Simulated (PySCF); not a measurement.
**Radial density of S⁺ (sulfur, charge +1)**

PBE0, [Ne] 3s2 3p3, high-spin 4S determinant. Calculation: PySCF 2.14, in x2c-SVPall; the spin-free X2C one-electron Hamiltonian (Gaussian nucleus).

```json
{"r (bohr)": "0.00159", "4πr²ρ (e/bohr)": "0.08540", "4πr²(ρα − ρβ)": "0.0000"}
{"r (bohr)": "0.00268", "4πr²ρ (e/bohr)": "0.2378", "4πr²(ρα − ρβ)": "0.0000"}
{"r (bohr)": "0.00451", "4πr²ρ (e/bohr)": "0.6447", "4πr²(ρα − ρβ)": "0.0000"}
{"r (bohr)": "0.00759", "4πr²ρ (e/bohr)": "1.644", "4πr²(ρα − ρβ)": "0.0001"}
{"r (bohr)": "0.0128", "4πr²ρ (e/bohr)": "3.807", "4πr²(ρα − ρβ)": "0.0003"}
{"r (bohr)": "0.0215", "4πr²ρ (e/bohr)": "8.038", "4πr²(ρα − ρβ)": "0.0011"}
{"r (bohr)": "0.0361", "4πr²ρ (e/bohr)": "14.07", "4πr²(ρα − ρβ)": "0.0049"}
{"r (bohr)": "0.0607", "4πr²ρ (e/bohr)": "18.40", "4πr²(ρα − ρβ)": "0.0236"}
{"r (bohr)": "0.102", "4πr²ρ (e/bohr)": "15.50", "4πr²(ρα − ρβ)": "0.0936"}
{"r (bohr)": "0.172", "4πr²ρ (e/bohr)": "12.00", "4πr²(ρα − ρβ)": "0.2640"}
{"r (bohr)": "0.289", "4πr²ρ (e/bohr)": "16.97", "4πr²(ρα − ρβ)": "0.3606"}
{"r (bohr)": "0.486", "4πr²ρ (e/bohr)": "13.63", "4πr²(ρα − ρβ)": "0.0643"}
{"r (bohr)": "0.818", "4πr²ρ (e/bohr)": "3.703", "4πr²(ρα − ρβ)": "0.3728"}
{"r (bohr)": "1.38", "4πr²ρ (e/bohr)": "3.336", "4πr²(ρα − ρβ)": "1.8150"}
{"r (bohr)": "2.31", "4πr²ρ (e/bohr)": "1.540", "4πr²(ρα − ρβ)": "0.9747"}
{"r (bohr)": "3.89", "4πr²ρ (e/bohr)": "0.1518", "4πr²(ρα − ρβ)": "0.1307"}
{"r (bohr)": "6.55", "4πr²ρ (e/bohr)": "0.0001036", "4πr²(ρα − ρβ)": "0.0001"}
```

Densities and radii are taken from the X2C orbitals without a picture-change correction, which distorts them close to the nucleus.
